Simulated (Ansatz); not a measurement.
`C[CH2][Al]([OH])[SH]` + H–F → `[OH][Al]([F])[SH]` + `CC`  (ligand exchange at the Al–C bond)

Gas-phase electronic energies from Ansatz, PBE0-D4/def2-TZVP geometries. CCSD(T)/CBS is the MP2 limit (def2-TZVPP, def2-QZVPP) plus CCSD(T) − MP2 in def2-TZVPP, frozen cores. This one scheme is used for every species. Functionals use def2-TZVPP. HSE06 is defined as in plane-wave codes. Each species was taken in one conformer, which may not be the lowest.

`C[CH2][Al]([OH])[SH]`:

Z-matrix (Å, degrees):
```
C
C 1 1.529
H 1 1.093 2 111.8
H 1 1.094 2 111.9 3 -120.2
H 1 1.093 2 111.7 3 119.6
Al 2 1.945 1 115.0 3 -59.9
H 2 1.097 1 110.5 3 62.4
H 2 1.097 1 110.5 3 177.9
S 6 2.195 2 119.0 1 -1.2
O 6 1.694 2 119.9 1 178.8
H 9 1.344 6 94.2 2 -179.9
H 10 0.955 6 125.8 2 179.9
```

H–F:

Cartesian coordinates in Å:
```
F -0.450 -0.055 -0.076
H 0.450 0.055 0.076
```

`[OH][Al]([F])[SH]`:

Z-matrix (Å, degrees):
```
Al
F 1 1.641
S 1 2.167 2 118.8
O 1 1.679 2 118.1 3 -180.0
H 3 1.345 1 92.0 2 -0.0
H 4 0.955 1 125.1 2 179.9
```

`CC`:

```xyz
8

C    -0.732    0.184   -0.085
C     0.732   -0.184    0.085
H    -1.362   -0.706   -0.146
H    -1.092    0.784    0.755
H    -0.894    0.765   -0.996
H     1.362    0.706    0.146
H     1.092   -0.784   -0.755
H     0.894   -0.765    0.996
```

```json
{"level": "revPBE-D4", "ΔE (kJ/mol)": "-178.3", "difference from CCSD(T)/CBS": "10.8"}
{"level": "r2SCAN-D4", "ΔE (kJ/mol)": "-195.1", "difference from CCSD(T)/CBS": "-6.0"}
{"level": "B97M-V", "ΔE (kJ/mol)": "-200.2", "difference from CCSD(T)/CBS": "-11.1"}
{"level": "revPBE", "ΔE (kJ/mol)": "-188.1", "difference from CCSD(T)/CBS": "1.0"}
{"level": "PBE0", "ΔE (kJ/mol)": "-187.7", "difference from CCSD(T)/CBS": "1.4"}
{"level": "HSE06", "ΔE (kJ/mol)": "-187.1", "difference from CCSD(T)/CBS": "2.0"}
{"level": "RPA@PBE/def2-TZVPP", "ΔE (kJ/mol)": "-188.7", "difference from CCSD(T)/CBS": "0.4"}
{"level": "HF/def2-TZVPP", "ΔE (kJ/mol)": "-216.4", "difference from CCSD(T)/CBS": "-27.3"}
{"level": "MP2/def2-TZVPP", "ΔE (kJ/mol)": "-190.4", "difference from CCSD(T)/CBS": "-1.3"}
{"level": "SCS-MP2/def2-QZVPP", "ΔE (kJ/mol)": "-196.6", "difference from CCSD(T)/CBS": "-7.5"}
{"level": "CCSD(T)/CBS", "ΔE (kJ/mol)": "-189.1", "difference from CCSD(T)/CBS": "0"}
```

Largest T1 diagnostic among the species: 0.012.

From BLYP to BHLYP (50 % exact exchange), in def2-TZVPP and without D4, ΔE moves by −5.1 kJ/mol. At CCSD(T), def2-SVP lies −10.7 kJ/mol from the extrapolated value and def2-TZVPP −1.1 kJ/mol. In def2-TZVPP, CCSD(T) changes the Hartree–Fock value by +26.2 kJ/mol (the triples alone add +4.1 kJ/mol) and MP2 by +26.0 kJ/mol.
